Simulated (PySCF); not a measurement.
**Si2HClOF4**

The system: Si2HClOF4, a molecule drawn to mimic a surface site (built as: Si site whose three back bonds go to F, Cl, OSiF3; end group H); neutral, singlet. The structure, one conformer, was relaxed in the gas phase by PBE0-D3(BJ)/def2-SVP. No frequency run checks that it is a minimum.

SMILES: F[SiH](Cl)O[Si](F)(F)F

```xyz
9

Si   -1.025    0.192    1.129
F    -0.711   -1.123    1.997
Cl   -2.881   -0.006    0.321
O     0.085    0.282   -0.075
Si    0.961   -0.210   -1.338
F     1.817   -1.497   -0.964
F     1.956    0.951   -1.776
F     0.029   -0.571   -2.576
H    -0.922    1.383    1.982
```
Atom numbers follow the order of the file, from 1.

Shieldings: GIAO PBE0/pcSseg-1. Shifts are against computed references at the same level: H TMS (σ 31.27 ppm), Si TMS (σ 352.0 ppm). Core levels by delta-SCF with SCAN, pcX-2 on the ionised atom and pcseg-1 elsewhere, spin-free X2C (2p3/2 is the spin-free 2p value less a third of a first-order spin-orbit splitting); from the vacuum level, for chosen atoms.

(1) Give the NMR and core-level values of the distinct atoms.

(2) Which of Si1, Si5 holds its core electrons tightest, and by how much against the loosest?

(3) By CAM-B3LYP/def2-SVPD (TDDFT singlets, Tamm-Dancoff triplets, ionisation by delta-SCF), where does absorption start, and what does vertical ionisation take?

Results:

(1) 
| atoms | bonded to | σ (ppm) | δ (ppm) | core level (eV) |
| --- | --- | --- | --- | --- |
| Si1 | 1 Cl + 1 F + 1 O + 1 H | 392.0 | -40.1 | 2p3/2 110.22 |
| F2 | 1 Si | 296.2 | - | 1s 693.40 |
| Cl3 | 1 Si | 855.2 | - | 2p3/2 207.01 |
| O4 | 2 Si | 244.1 | - | 1s 539.97 |
| Si5 | 3 F + 1 O | 459.0 | -107.0 | 2p3/2 111.26 |
| F6 | 1 Si | 332.8 | - | - |
| F7 | 1 Si | 336.8 | - | - |
| F8 | 1 Si | 333.1 | - | - |
| H9 | 1 Si | 26.20 | 5.07 | - |

Values are those of this one static structure; atoms that internal rotation interchanges would show their mean in an NMR spectrum.

(2) Si5 (bonded to 3 F + 1 O), by 1.04 eV over Si1 (bonded to 1 Cl + 1 F + 1 O + 1 H).

(3) The lowest singlet lies at 8.85 eV (f 0.058), the lowest triplet at 8.26 eV; vertical ionisation takes 13.36 eV.

The 3 runs behind this took 5.8 min in all, one thread each of Arm Neoverse V1 on a shared host, launched as `OMP_NUM_THREADS=1 python cluster_run.py task.json out`.
